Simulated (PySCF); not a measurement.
Gas-phase reaction: 2 Si₂O(OH)₆ = 4 SiO(OH)₂ + 4 H + O₂

Energies from PySCF (xtb for GFN2), thermal terms from the rigid-rotor harmonic-oscillator model, ideal gas at 1 bar. † marks an energy on the PBE0/def2-TZVP geometry and frequencies; other levels use their own. 6-31G* has spherical d functions here. Open shells (unrestricted): H (multiplicity 2), O₂ (multiplicity 3); the rest are closed-shell singlets. GFN2 has no spin-polarisation term. B3LYP is the form with VWN-RPA correlation. Si₂O(OH)₆, SiO(OH)₂: computed as isolated molecules; such fragments, hydroxides, amides, oligomers or adducts are transient or little studied in the gas.

GFN2-xTB gives ΔH°(298 K) = 2340 kJ.

What do B3LYP/6-31G*, LDA/def2-TZVP†, ωB97M-V/def2-TZVP† give?

B3LYP/6-31G*: 2407 kJ; LDA/def2-TZVP†: 2663 kJ; ωB97M-V/def2-TZVP†: 2545 kJ. For scale, ΔH°(298 K) is 2340 kJ at this level, 2545 kJ at ωB97M-V/def2-TZVP†, and runs from 2264 to 2663 kJ over the 18 levels computed († marks an energy on the PBE0/def2-TZVP geometry).
